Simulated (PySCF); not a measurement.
C₂H₅ClFNSi, SMILES F[Si](C=C)(N)Cl.

Geometry optimised at B3LYP-D3(BJ)/def2-SVP. The structure was generated by enumeration, and PubChem lists no compound with its InChIKey, so it may never have been made. One conformer was computed; it need not be the lowest.

Computed with B3LYP-D3(BJ)/def2-SVP (PySCF 2.14.0).

Frequencies are harmonic and unscaled.

Q: Estimate the vibrational spectrum. (An estimate is asked for; the answer gives what the named calculation found.)

A: 
| mode | ν (cm⁻¹) | IR (km/mol) | Raman (Å⁴/amu) | depolarisation | moving atoms (share of kinetic energy) |
|---|---|---|---|---|---|
| 1 | 82 | 0.4 | 7.7 | 0.75 | C 45 %, H 27 %, Cl 14 % |
| 2 | 151 | 5.9 | 2.9 | 0.75 | H 33 %, C 21 %, Cl 16 %, N 15 %, F 11 % |
| 3 | 174 | 1.4 | 2.7 | 0.72 | H 26 %, N 24 %, C 22 %, F 20 % |
| 4 | 197 | 4.5 | 2.3 | 0.72 | H 32 %, C 15 %, Cl 14 %, N 14 %, Si 13 %, F 11 % |
| 5 | 268 | 8.3 | 1.9 | 0.75 | F 36 %, H 24 %, Cl 20 % |
| 6 | 291 | 11.0 | 1.6 | 0.53 | H 47 %, F 16 %, Si 10 %, N 10 %, C 9 % |
| 7 | 311 | 29.7 | 2.2 | 0.71 | H 43 %, F 18 %, N 15 %, C 11 %, Si 10 % |
| 8 | 381 | 78.9 | 0.9 | 0.38 | H 52 %, C 18 %, N 13 % |
| 9 | 404 | 90.7 | 3.1 | 0.17 | H 29 %, N 25 %, C 20 %, Si 12 %, F 12 % |
| 10 | 510 | 24.1 | 4.3 | 0.16 | Cl 30 %, H 29 %, Si 19 %, C 18 % |
| 11 | 570 | 77.4 | 6.1 | 0.33 | H 41 %, C 26 %, Si 15 % |
| 12 | 699 | 48.9 | 4.5 | 0.16 | C 37 %, H 26 %, Si 21 %, N 10 % |
| 13 | 834 | 162.2 | 0.7 | 0.64 | H 63 %, Si 18 %, N 16 % |
| 14 | 858 | 169.7 | 1.5 | 0.03 | Si 41 %, F 34 %, N 15 % |
| 15 | 934 | 124.3 | 2.7 | 0.63 | Si 44 %, N 25 %, F 18 %, H 13 % |
| 16 | 1007 | 21.9 | 0.4 | 0.75 | H 72 %, C 28 % |
| 17 | 1014 | 20.5 | 3.6 | 0.52 | H 78 %, C 15 % |
| 18 | 1040 | 14.9 | 0.1 | 0.48 | H 93 % |
| 19 | 1277 | 1.7 | 8.4 | 0.36 | H 71 %, C 28 % |
| 20 | 1418 | 22.1 | 17.8 | 0.48 | H 83 %, C 16 % |
| 21 | 1530 | 69.5 | 4.1 | 0.72 | H 89 %, N 11 % |
| 22 | 1670 | 12.7 | 17.5 | 0.12 | C 85 %, H 15 % |
| 23 | 3119 | 10.9 | 98.2 | 0.17 | H 95 % |
| 24 | 3145 | 1.8 | 142.9 | 0.28 | H 92 %, C 8 % |
| 25 | 3214 | 5.9 | 77.5 | 0.65 | H 89 %, C 11 % |
| 26 | 3575 | 40.5 | 121.0 | 0.12 | H 96 % |
| 27 | 3672 | 41.2 | 79.3 | 0.74 | H 91 %, N 9 % |
